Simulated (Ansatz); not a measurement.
Basis-set extrapolation for `C1CCC(C2CCCCC2)CC1` (PBE0-D4/def2-TZVP geometry, frozen core, the Gaussian-basis code of Ansatz). Multiplicity 1, RHF reference.

```csv
,def2-TZVPP,def2-QZVPP
HF,-467.398025,-467.418959
MP2 correlation,-2.076815,-2.203466
CCSD(T) correlation,-2.277128,not run
```

Energies in hartree. Use E(X) = E(∞) + A·exp(−7.88·√X) for Hartree–Fock and E(X) = E(∞) + B·X^(−2.97) for correlation, with X = 3 and 4, and add CCSD(T) minus MP2 of the smaller set to the MP2 limit.

Problem. What is the CCSD(T) energy at the basis-set limit?

Solution. HF limit: -467.418959 + (-0.020934) × 0.13774 = -467.42184. MP2 limit: -2.203466 + (-0.126651) × 0.74074 = -2.29728. Higher-order term: -2.277128 − (-2.076815) = -0.20031. Total: -469.91943 hartree, 641.3 kJ/mol below CCSD(T)/def2-TZVPP.
